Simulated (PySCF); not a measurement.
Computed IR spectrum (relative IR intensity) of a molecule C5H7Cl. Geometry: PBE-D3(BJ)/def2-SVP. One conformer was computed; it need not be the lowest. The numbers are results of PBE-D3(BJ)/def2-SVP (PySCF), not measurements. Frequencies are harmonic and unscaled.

ν (cm⁻¹): 106 (vw), 316 (vw), 388 (w), 503 (w), 563 (m), 713 (s), 739 (m), 779 (vs), 931 (vw), 994 (m), 1037 (vw), 1167 (s), 1194 (w), 1325 (w), 1347 (w), 1393 (w), 1409 (m), 1437 (w), 2011 (s), 2957 (m), 2960 (s), 3030 (m), 3092 (m), 3113 (w) (against the strongest line: vs over 80 %, s over 45 %, m over 15 %, w over 4 %, vw less)

**Question.** Which structure fits?
(A) ClC1=CCCC1
(B) C#C[C@@H](C)CCl
(C) CC=C=C(C)Cl
(D) CC(C)=C=CCl

**Answer.** D, CC(C)=C=CCl
